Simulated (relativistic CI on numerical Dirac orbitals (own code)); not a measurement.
**Tl37+: sensitivity of the levels to the model**

Base calculation: Dirac-Coulomb-Breit CI, separate exchange-only KLI orbitals for each configuration, model QED (radiative potential, 1s self-energy scaled to tabulated hydrogen-like ionisation energies), unscaled Slater integrals.

Configurations in the expansion (outside the closed core [Ar] 3d10): 4s2 4p6 4d8, 4s2 4p6 4d7 4f, 4s2 4p5 4d9, 4s 4p6 4d9, 4s2 4p5 4d8 4f, 4s 4p6 4d8 4f, 4s2 4p6 4d7 5s, 4s2 4p6 4d6 4f 5s, 4s2 4p6 4d7 5p, 4s2 4p5 4d8 5s, 4s2 4p6 4d7 5f, 4s2 4p6 4d6 5s 5p, 4p6 4d9 4f, 4s 4p6 4d7 4f 5s, 4s2 4p5 4d8 5d, 4s2 4p6 4d7 6p, 4s 4p6 4d8 5p, 4s2 4p6 4d7 6f, 4p6 4d9 5p, 4s2 4p5 4d8 5g, 4s2 4p5 4d8 6s, 4s2 4p6 4d7 7p, 4p6 4d8 4f 5s, 4p6 4d10, 4p5 4d10 4f, 4p6 4d9 5s, 4p5 4d10 5s, 4p5 4d9 4f 5s. Double excitations out of closed p, d and f shells are left out; levels of such configurations are missing from the list, as are those of other unlisted configurations, and high levels can miss mixing partners. These lack a partner that the ground configuration has and come out too high: 4s2 4p5 4d8 5d, 4s2 4p5 4d8 5g, 4s2 4p5 4d8 6s.

The lowest level and the first level of each name with at least 55 % of one term (blank where a level has no safe partner in the second run):

| Level | Base (cm⁻¹) | Shift (cm⁻¹) |
| --- | --- | --- |
| 4s2 4p6 4d8 3F_4 | 0 | 0 |
| 4s2 4p6 4d8 3F_3 | 214925 | -1 |
| 4s2 4p6 4d8 3P_1 | 267325 | -2 |
| 4s2 4p6 4d8 1G_4 | 270724 | -1 |
| 4s2 4p6 4d8 3F_2 | 457678 | -3 |
| 4s2 4p5 4d9 3F°_4 | 1789011 | +1448 |
| 4s2 4p6 4d7 4f 5I°_8 | 1900553 | +1002 |

At this charge energies of transitions that change n are usually good to better than 1 %, and those within a shell (Δn = 0) to a few per cent. Terms inside the open d or f shell come out 10 to 20 % too wide with unscaled integrals.

Question: One thing was changed in a second run, which moved the levels as shown. Which?
A. P86 correlation estimate
B. configuration mixing switched off
C. QED terms removed
D. Breit term removed

Answer: A. P86 correlation estimate. A correlation estimate moves all levels of a configuration together before mixing; mixed levels move by a weighted share.

LS names give the leading component of a level, which can be under half, so a name can repeat, a term be missing and a line seem to break the LS rules.
